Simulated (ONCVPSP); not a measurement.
# Re (Z = 75): variants of one ONCV potential

Base potential:

ONCVPSP 4.0.1 input, shortened (lines: element, Z, core and valence counts, functional; n l f; lmax; l rc ep ncon nbas qcut; lloc lpopt rc5 dvloc0; l nproj debl; icmod fcfact rcfact), PBE, scalar-relativistic:

```
  Re 75.00   10    4        4      upf
    1    0    2.00
    2    0    2.00
    2    1    6.00
    3    0    2.00
    3    1    6.00
    3    2   10.00
    4    0    2.00
    4    1    6.00
    4    2   10.00
    4    3   14.00
    5    0    2.00
    5    1    6.00
    5    2    5.00
    6    0    1.50
    2
    0    1.60    0.00    4    8    8.40
    1    1.45    0.00    4    9   10.60
    2    2.00    0.00    5   10    6.10
    4    5    1.30    3.00
    0    2    3.80
    1    2    1.70
    2    2    3.40
    0    0.00    0.00
```

In the p channel the program set the typed energies aside and used -1.866, 0.250 Ha.

All-electron outer shells of the reference configuration (PBE, scalar-relativistic, ld1.x):

| shell | level (eV) | outermost node (bohr) | outermost maximum (bohr) |
| --- | --- | --- | --- |
| 5s | -88.99 | 0.52 | 0.93 |
| 5p | -50.76 | 0.56 | 1.06 |
| 4f | -46.04 | – | 0.41 |
| 6s | -9.22 | 1.24 | 2.51 |
| 5d | -9.03 | 0.62 | 1.41 |

Cutoffs, loose and tight: the cutoffs (Ha) at which the residual kinetic energy of the hardest occupied pseudo-wave falls to 1 and 0.1 mHa per electron. They do not see the model core or the augmentation charge, which bear on the density cutoff. Test errors are all-electron minus pseudo excitation energies from the reference, over the configurations 5s2 5p6 5d5 6s2; 5s2 5p6 5d5 6s1; 5s2 5p6 5d5 6s0; 5s2 5p6 5d5.5 6s1.5. A dash means not determined; rows that change the core or the reference have their own tests.

| change | outcome | cutoff, loose | cutoff, tight | bound ghosts | GHOST(+) flags above zero | largest test error (meV) |
| --- | --- | --- | --- | --- | --- | --- |
| base | generated, projector energies reset by the program | 35 Ha | 42 Ha | none | s | -2.4 |
| d: rc 1.46 | generated, projector energies reset by the program | 35 Ha | 42 Ha | none | s | -2.5 |
| d: rc 1.66 | generated, projector energies reset by the program | 35 Ha | 42 Ha | none | s | -2.5 |
| d: rc 1.96 | generated, projector energies reset by the program | 35 Ha | 42 Ha | none | s | -2.4 |
| d: rc 2.14 | generated, projector energies reset by the program | 35 Ha | 42 Ha | none | s | -2.3 |
| d: rc 2.44 | generated, projector energies reset by the program | 35 Ha | 42 Ha | none | s | -2.2 |
| d: rc 2.7 | generated, projector energies reset by the program | 35 Ha | 42 Ha | none | s | -2.9 |
| d: rc 2.9 | generated, projector energies reset by the program | 35 Ha | 42 Ha | none | s | -4.6 |

Reading the sweep of the d radius (base included, trends over the rows without a ghost): The loose cutoff stays near 35 Ha. The median size of the test errors (rows with all tests solved) stays near 1.5 meV.
